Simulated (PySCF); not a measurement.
A PySCF script (with the pyscf-properties extension) for the NMR shieldings of `FC(F)=C(F)C[SiH2]S[SiH3]`, C3H7F3SSi2, on a GFN2-xTB geometry:

```python
import basis_set_exchange as bse
import numpy as np
from pyscf import gto, dft
from pyscf.prop import nmr

atoms = """
F    -3.200401    1.837112   -0.212469
C    -3.225627    0.686211    0.459622
F    -4.205515    0.687152    1.356890
C    -2.370653   -0.301448    0.227446
F    -2.479508   -1.422610    0.972988
C    -1.248010   -0.285467   -0.729770
Si    0.409884   -0.174566    0.215647
S     1.892538   -0.162623   -1.323767
Si    3.738197   -0.004366   -0.226939
H    -1.264085   -1.206379   -1.313084
H    -1.359894    0.550786   -1.415827
H     0.461518    1.066695    0.982748
H     0.588296   -1.337270    1.076997
H     4.736150    0.029999   -1.279536
H     3.841405   -1.173263    0.636135
H     3.678106    1.218980    0.561506
"""
names = dict.fromkeys(["F", "C", "Si", "S", "H"], "pcSseg-1")
basis = {el: gto.basis.parse(bse.get_basis(n, elements=[el], fmt="nwchem")) for el, n in names.items()}
mol = gto.M(atom=atoms, basis=basis, charge=0, verbose=0)
mf = dft.RKS(mol, xc="PBE0")
mf.grids.level = 2
mf.grids.alignment = dft.numint.BLKSIZE   # the property module wants whole blocks of grid points
mf.conv_tol = 1e-9
mf.kernel()

calc = nmr.RKS(mf)   # GIAO
C = mf.mo_coeff
Co = C[:, mf.mo_occ > 0]
resp = mf.gen_response(singlet=True, hermi=2)
def vind(x):   # induced exchange potential for any number of trial vectors
    d = np.einsum("pi,xij,qj->xpq", C, 2 * x.reshape(-1, C.shape[1], Co.shape[1]), Co, optimize=True)
    return np.einsum("xpq,pi,qj->xij", resp(d - d.transpose(0, 2, 1)), C, Co, optimize=True).ravel()
mo1, _ = nmr.rhf.solve_mo1(calc, with_cphf=vind)
sigma = calc.kernel(mo1)
for i, s in enumerate(sigma):   # ppm
    print("%2d %-2s %9.2f" % (i, mol.atom_pure_symbol(i), np.trace(s) / 3))
```

Q: What are the results?

A: 
```
 0 F     295.19
 1 C      20.71
 2 F     277.50
 3 C      50.72
 4 F     353.52
 5 C     169.81
 6 Si    376.18
 7 S     834.29
 8 Si    407.23
 9 H      29.44
10 H      29.44
11 H      26.96
12 H      26.70
13 H      26.98
14 H      27.03
15 H      27.04
```

These numbers come from an equivalent density-fitted implementation of the same equations, which agrees with the script to about 0.01 ppm for H and up to a few tenths of a ppm for heavy atoms, so last digits may differ.

Q: Turn these shieldings into chemical shifts. Chemical shifts δ = σref − σ; 19F (σ = 170.95 ppm) against CFCl3; TMS for 13C (σ = 186.93 ppm), 29Si (σ = 349.16 ppm), 1H (σ = 31.72 ppm); 33S (σ = 503.73 ppm) vs CS2, all at this level.

A: Averaging equivalent atoms: F 2: -106.6; F 0: -124.2; F 4: -182.6; C 1: 166.2; C 3: 136.2; C 5: 17.1; Si 6: -27.0; Si 8: -58.1; S 7: -331; H 11/12: 4.88; H 13/14/15: 4.70; H 9/10: 2.28 ppm. Unscaled 19F shifts against computed CFCl3 carry errors that often reach 10 to 50 ppm.

Size and cost of the density-fitted run: 209 basis functions, 72 s wall time on 1 thread of an Arm Neoverse N1, shared host; peak memory 0.93 GiB.
